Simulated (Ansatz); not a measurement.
Ideal-gas functions of CH₄FNSi (`C=N[SiH2]F`) at 298.15 K and 1 bar, from an Ansatz frequency run at PBE0-D4/def2-TZVP.

Molar mass 77.13 g/mol, point group Cs (symmetry number 1), electronic degeneracy 1, moments of inertia 38.936, 118.074, 150.909 u Å². Harmonic wavenumbers (cm⁻¹, unscaled): 125, 169, 388, 462, 714, 730, 756, 859, 929, 956, 1133, 1221, 1525, 1779, 2268, 2270, 3000, 3079.

Use S(trans) = R[1.5 ln M + 2.5 ln T − 1.1517]; rotational temperatures θ = 24.2544 K / I; S(rot) = R[ln(√π/σ · √(T³/θAθBθC)) + 1.5]; for each mode x = 1.438777 ν̃/T, S = R[x/(eˣ − 1) − ln(1 − e⁻ˣ)] and H = RT x/(eˣ − 1); 1 cm⁻¹ = 0.0119627 kJ/mol; R = 8.31446 J/(mol·K).

**Question.** By hand: the entropy, in J/(mol·K).

**Answer.** Translation 163.1. Rotation: θ = 0.6229, 0.2054, 0.1607 K, giving 104.4. Vibration, mode by mode: 12.64, 10.24, 4.22, 3.18, 1.21, 1.14, 1.03, 0.69, 0.52, 0.47, 0.23, 0.16, 0.04, 0.01, 0.00, 0.00, 0.00, 0.00, in all 35.8. Electronic 0.0. Sum 303.3 J/(mol·K).

**Question.** By hand: H − E and G − E in kJ/mol, counted from the electronic energy.

**Answer.** Zero-point energy ½ × 22363 × 0.0119627 = 133.8; thermal vibration 6.2; translation, rotation and pV give 4 RT = 9.9. H − E = 149.9 kJ/mol, and G − E = 149.9 − 298.15 × 303.3/1000 = 59.5 kJ/mol.

Vibration gives 12 % of the entropy, 12.6 J/(mol·K) of it from the mode under 150 cm⁻¹: soft modes count most, and the harmonic formula is weakest for them. The sum counts one conformer and one mirror image; others add a mixing term.
